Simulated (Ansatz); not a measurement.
Program: Ansatz. Geometries: PBE0-D4/def2-TZVP. ΔE: electronic, gas phase. CCSD(T)/CBS is the MP2 limit (def2-TZVPP, def2-QZVPP) plus CCSD(T) − MP2 in def2-TZVPP, frozen cores. This one scheme is used for every species. Functionals use def2-TZVPP. One conformer a species, not always the lowest.

Consider the ligand exchange at a B–C bond: `CB(C)F` + CH₃OH → `COB(C)F` + CH₄.

`CB(C)F`:

Z-matrix (Å, degrees):
```
C
B 1 1.563
H 1 1.092 2 112.8
H 1 1.098 2 107.8 3 -116.8
H 1 1.092 2 113.1 3 125.1
C 2 1.563 1 125.0 3 30.8
F 2 1.337 1 117.5 3 -149.2
H 6 1.092 2 112.9 1 28.4
H 6 1.098 2 107.8 1 -88.7
H 6 1.092 2 112.9 1 153.5
```

CH₃OH:

Cartesian coordinates in Å:
```
C -0.248 0.017 -0.255
O 0.287 -0.270 1.016
H -1.293 -0.294 -0.240
H 0.259 -0.534 -1.057
H -0.215 1.088 -0.490
H 1.209 -0.006 1.026
```

`COB(C)F`:

Cartesian coordinates in Å:
```
C -1.462 0.415 -0.607
O -0.192 1.007 -0.741
B 0.926 0.525 -0.161
C 1.018 -0.752 0.745
F 2.028 1.236 -0.413
H -2.141 1.129 -0.137
H -1.846 0.172 -1.600
H -1.435 -0.497 -0.005
H 0.366 -0.671 1.620
H 2.037 -0.915 1.096
H 0.700 -1.649 0.204
```

CH₄:

Cartesian coordinates in Å:
```
C 0.000 0.000 0.000
H 0.632 0.784 0.416
H -0.752 0.447 -0.650
H -0.493 -0.538 0.810
H 0.613 -0.693 -0.576
```

(1) Is it downhill or uphill in electronic energy at CCSD(T)/CBS, and by how much? (An estimate is asked.)

(2) What do these levels give: ωB97M-V, r2SCAN, BHLYP, MP2/def2-TZVPP, CCSD/def2-TZVPP, MP2/def2-QZVPP? (An estimate is asked.)

Largest T1 diagnostic among the species: 0.012.

Results:

(1) Computed: Downhill: ΔE = -139.9 kJ/mol.

(2) The calculation gave: ωB97M-V -140.4, r2SCAN -142.2, BHLYP -144.2, MP2/def2-TZVPP -143.1, CCSD/def2-TZVPP -141.4, MP2/def2-QZVPP -141.9 kJ/mol.

Leaving LDA and LC-ωPBE aside and taking each functional with its dispersion term where it has one, the values, not all of them listed here, spread over 11.2 kJ/mol, from BHLYP-D4 to revPBE-D4. LDA lies −9.2 kJ/mol from PBE without D4. At CCSD(T), def2-SVP lies −17.0 kJ/mol from the extrapolated value and def2-TZVPP −2.2 kJ/mol.
